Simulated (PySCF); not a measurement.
# Computed vibrations of [Eu(H2O)2]3+

[Eu(H2O)2]3+ (singlet in the valence; each metal's 4f electrons, 6 of them, lie in its core potential, out of spins and levels). PySCF 2.14.0, RKS PBE, Eu lcecp-1-SVP with ECP52, O def2-SVP, H def2-SVP; non-relativistic Hamiltonian with scalar-relativistic core potentials where named; density fitting; no spin-orbit coupling. Central differences of gradients.

```xyz
7

Eu    0.0000    0.0000    0.0000
O     0.0000    0.0000    2.2982
H     0.5509    0.5509    2.9314
H    -0.5509   -0.5509    2.9314
O     0.0000    0.0000   -2.2982
H     0.5509   -0.5509   -2.9314
H    -0.5509    0.5509   -2.9314
```

Run from Python with OMP_NUM_THREADS=2. Where DIIS fails, smearing, a level shift and second-order steps follow.
It took 30 s on 2 threads of Arm Neoverse V1 (shared host).

Q: What are the harmonic wavenumbers and infrared intensities?

A: Modes are labelled in D2d; negative numbers are unstable modes, those under 60 cm⁻¹ near the noise; a finer grid moves soft modes by up to 10 cm⁻¹.
| cm⁻¹ | km/mol | symmetry |
| --- | --- | --- |
| -66 | – | e |
| -66 | – | e |
| 173 | 0.0 | b1 |
| 405 | 0.0 | a1 |
| 406 | 52.1 | b2 |
| 620 | 55.3 | e |
| 620 | 55.3 | e |
| 707 | 406.2 | e |
| 707 | 406.2 | e |
| 1621 | 298.4 | b2 |
| 1624 | 0.0 | a1 |
| 3367 | 1483.8 | b2 |
| 3386 | 0.0 | a1 |
| 3397 | 443.1 | e |
| 3397 | 443.1 | e |

Q: Is this a minimum?

A: No: 2 unstable; the lowest moves the atoms so:
```
Eu   0.08  0.01  0.00
O   -0.32 -0.03  0.00
H   -0.43 -0.03  0.09
H   -0.43 -0.03 -0.09
O   -0.32 -0.03  0.00
H   -0.43 -0.06 -0.07
H   -0.43 -0.06  0.07
```

An lcecp potential fixes the number of 4f electrons, so in runs with it no electron can move into or out of that shell.
